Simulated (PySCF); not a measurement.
# Worked example: oscillator strength and radiative lifetime

CH₆ClNSi₃, SMILES [SiH3][Si@H]1[Si@@H](Cl)C=N1.

Coordinates come from a ωB97X-D3(BJ)/def2-SVP optimisation. The structure was generated by enumeration; whether it is a known compound was not checked.

TDA-PBE/def2-SVPD (PySCF) puts the first singlet state with f over 0.02 at 5.46 eV (vertical), with the transition dipole (-0.561, 0.313, 0.013) in atomic units.

Task: Find the oscillator strength, the wavelength and the radiative lifetime that this transition would have in vacuum if emission retraced absorption.

Result: 
|μ|² = 0.4129 au, so |μ| = 1.63 D. ΔE = 5.46/27.211 = 0.2007 hartree. f = (2/3) ΔE |μ|² = 0.055 (the program prints 0.055).
λ = 1239.84/5.46 = 227 nm; ν = 44038 cm⁻¹.
Einstein's coefficient A = 0.6670 ν² f s⁻¹ (ν in cm⁻¹) = 7.1e7 s⁻¹, so τ = 1/A = 14 ns. This state is S9; the lower singlets have f = 0.002, 0.006, 0.006, 0.006, 0.009, 0.007, 0.000, 0.001. The figure is the radiative limit of this one transition; relaxation, internal conversion, crossing to triplets and a medium change what is measured.
